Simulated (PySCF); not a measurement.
Electronic structure of Ca+ (calcium, charge +1) at the UHF level

Configuration: [Ar] 4s1, 2S determinant. All numbers are calculated (PySCF 2.14, scalar relativity by spin-free X2C-1e, in aug-cc-pVDZ-X2C).

```json
{
 "Total energy": "-679.440087 hartree",
 "One-electron energy": "-925.4331 hartree",
 "Hartree (Coulomb) energy": "281.3337 hartree",
 "Exchange energy": "-35.3407 hartree",
 "⟨S²⟩": "0.7502",
 "⟨L²⟩": "0.000",
 "Sum of ⟨r⟩": "16.51 bohr",
 "Sum of ⟨r²⟩": "31.29 bohr²",
 "Langevin diamagnetic susceptibility": "-24.8 ×10⁻⁶ cm³/mol",
 "Time after the integrals": "0.07 s of wall time on 1 thread of Intel(R) Xeon(R) Platinum 8559C (shared host)"
}
```

```tsv
shell	electrons	mean orbital energy (eV)	rms radius, mean of both spins (bohr)
1s α	1	-4091.7	0.0888
1s β	1	-4091.7	0.0888
2s α	1	-468.51	0.393
2s β	1	-468.40	0.393
2p α	3	-377.99	0.362
2p β	3	-377.95	0.362
3s α	1	-68.348	1.24
3s β	1	-68.068	1.24
3p α	3	-43.187	1.38
3p β	3	-43.069	1.38
4s α	1	-11.366	3.97
```

Densities and radii are taken from the X2C orbitals without a picture-change correction, which distorts them close to the nucleus.
